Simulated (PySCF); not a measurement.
## Polarisability and C₆ of Ru (ruthenium, neutral)

[Kr] 4d8, high-spin 3F determinant (an excited configuration). All numbers are calculated (PySCF 2.14, scalar relativity through the core potential, in aug-cc-pVTZ-PP with one added diffuse shell each of s, p, d, f, g type with ECP28MDF (7s7p6d4f3g, 113 functions)). Coupled (time-dependent) response in atomic units; α is the mean over directions.

| method | mean α (bohr³) | C₆ (like pair) | S(−4) |
| --- | --- | --- | --- |
| PW91 | 47.11 | 374.0 | 2153 |
| M06 | 44.07 | 332.4 | 2396 |

S(−4) is the Cauchy moment in α(ω) = α(0) + S(−4) ω² + …

Spin-orbit coupling is absent.

α(iu) at M06:

```json
{"u (hartree)": "0", "α(iu) (bohr³)": "44.07"}
{"u (hartree)": "0.0500", "α(iu) (bohr³)": "39.39"}
{"u (hartree)": "0.100", "α(iu) (bohr³)": "32.15"}
{"u (hartree)": "0.200", "α(iu) (bohr³)": "22.38"}
{"u (hartree)": "0.300", "α(iu) (bohr³)": "16.82"}
{"u (hartree)": "0.500", "α(iu) (bohr³)": "10.91"}
{"u (hartree)": "0.750", "α(iu) (bohr³)": "7.338"}
{"u (hartree)": "1.00", "α(iu) (bohr³)": "5.364"}
{"u (hartree)": "1.50", "α(iu) (bohr³)": "3.278"}
{"u (hartree)": "2.00", "α(iu) (bohr³)": "2.220"}
{"u (hartree)": "3.00", "α(iu) (bohr³)": "1.204"}
{"u (hartree)": "5.00", "α(iu) (bohr³)": "0.5041"}
```

A single London oscillator, α(iu) = α/(1 + u²/ω²), gives C₆ = (3/4) ω α². Matching the computed C₆ needs ω = 4 × 332.4 / (3 × 44.07²) = 0.228 hartree.

Energies and moments cover only the electrons outside the core potential.
